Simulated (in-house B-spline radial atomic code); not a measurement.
A calculation on Br IV (Br3+): its settings, and results tabulated from the run. Computed with a B-spline radial code for spherical atoms: non-relativistic PBE0, spin-polarised, spherical fractional occupations, point nucleus, inside a hard spherical wall at 3.66 bohr.

Command:
```bash
python run_scf.py task.json out
```
Settings:
```
Z                35
configuration    [Ar] 3d10 4s2 4p2
hamiltonian      nr
method           pbe0
spin_polarised   True
wall_radius      3.66
```

Output (hartree, bohr):
```
 radial grid: 42 intervals, B-splines of order 8, outer radius 3.66 bohr

 iter        energy (Eh)    residual
    1       -2569.614904    4.46e-01
    2       -2570.371049    2.31e-01
    3       -2571.239018    1.81e-02
    4       -2571.245828    6.29e-03
    5       -2571.245969    7.75e-04
    6       -2571.245978    6.66e-04
    7       -2571.245985    4.83e-06
    8       -2571.245985    8.16e-07
    9       -2571.245985    1.35e-07

 total energy                     -2571.24598
 kinetic                            2570.4836
 electron-nucleus                  -6105.9631
 Hartree                            1054.1683
 exact exchange                      -22.1192
 exchange-correlation                -67.8156

 orbital      occ     eigenvalue          <r>       <r^2>       <1/r>       r_max
 1s up      1.000      -484.6299    0.0436828  0.00255536     34.4982     0.02886
 1s down    1.000      -484.6218    0.0436823  0.00255529     34.4986     0.02886
 2s up      1.000       -64.0283      0.19355   0.0440981     7.65482      0.1629
 2s down    1.000       -64.0239     0.193543   0.0440937     7.65486      0.1629
 2p up      3.000       -57.8002     0.167142   0.0341297     7.62563      0.1291
 2p down    3.000       -57.7918     0.167151   0.0341328     7.62515      0.1291
 3s up      1.000       -10.1737     0.561187      0.3619     2.52933      0.4933
 3s down    1.000       -10.1613     0.561038    0.361563     2.52902      0.4934
 3p up      3.000        -7.9763     0.567763    0.377162     2.41555      0.4852
 3p down    3.000        -7.9607     0.567664    0.376839     2.41497      0.4855
 3d up      5.000        -4.0613     0.585626    0.423518     2.16078      0.4309
 3d down    5.000        -4.0477     0.583227    0.418998     2.16566      0.4309
 4s up      1.000        -2.0427      1.55027     2.68457    0.844322       1.402
 4s down    1.000        -1.9104      1.54803     2.68197    0.848562       1.391
 4p up      2.000        -1.4736       1.6909     3.18156     0.76114       1.545
```

Cost of the run: 0.09 s on 1 thread of Arm Neoverse V2 (shared host).

Caution: exact exchange at fractional occupations of open shells leaves self-interaction of up to several eV.
